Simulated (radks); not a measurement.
The numbers below are computed, except where a source is named.
Sr2+, configuration [Kr] (the NIST ground configuration). Level of theory: scalar-relativistic Kohn-Sham, LDA (Slater exchange, Perdew-Wang correlation), spin-unpolarised, spherical densities, point nucleus; hard spherical wall at 15 bohr (a radial shooting solver on a logarithmic mesh with Libxc functionals).

Normalised radial functions P(r) = r R(r), r in bohr:

| r | 2s | 2p | 3p |
|---|---|---|---|
| 0.004796 | 0.6377 | 0.0366 | 0.0153 |
| 0.006397 | 0.7876 | 0.0615 | 0.0257 |
| 0.008532 | 0.9498 | 0.1028 | 0.0430 |
| 0.01138 | 1.1078 | 0.1701 | 0.0710 |
| 0.01506 | 1.2284 | 0.2736 | 0.1140 |
| 0.02008 | 1.2716 | 0.4368 | 0.1816 |
| 0.02678 | 1.1674 | 0.6779 | 0.2804 |
| 0.03572 | 0.8429 | 1.0124 | 0.4149 |
| 0.04765 | 0.2467 | 1.4366 | 0.5786 |
| 0.06304 | -0.5730 | 1.8935 | 0.7381 |
| 0.08408 | -1.5169 | 2.3079 | 0.8394 |
| 0.1121 | -2.2776 | 2.5118 | 0.7784 |
| 0.1496 | -2.5345 | 2.3612 | 0.4558 |
| 0.1995 | -2.1552 | 1.8376 | -0.1467 |
| 0.264 | -1.3873 | 1.1412 | -0.8569 |
| 0.3521 | -0.6233 | 0.5146 | -1.4130 |
| 0.4696 | -0.1812 | 0.1559 | -1.5185 |
| 0.6263 | -0.0305 | 0.0284 | -1.1697 |
| 0.8353 | -0.0025 | 0.0027 | -0.6435 |
| 1.114 | -0.0001 | 0.0001 | -0.2412 |
| 1.474 | 0.0000 | 0.0000 | -0.0594 |
| 1.966 | 0.0000 | 0.0000 | -0.0079 |
| 2.622 | 0.0000 | 0.0000 | -0.0005 |
| 3.498 | 0.0000 | 0.0000 | 0.0000 |
| 4.665 | 0.0000 | 0.0000 | 0.0000 |
| 6.172 | 0.0000 | 0.0000 | 0.0000 |
| 8.232 | 0.0000 | 0.0000 | 0.0000 |
| 10.98 | 0.0000 | 0.0000 | 0.0000 |

2s: eigenvalue -2169.4 eV, 1 radial node at r = 0.0522 bohr, <r> = 0.173 bohr, 90 % of the charge inside 0.267 bohr. 2p: eigenvalue -1930.8 eV, 0 radial nodes, <r> = 0.150 bohr, 90 % of the charge inside 0.245 bohr. 3p: eigenvalue -269.91 eV, 1 radial node at r = 0.188 bohr, <r> = 0.499 bohr, 90 % of the charge inside 0.759 bohr.
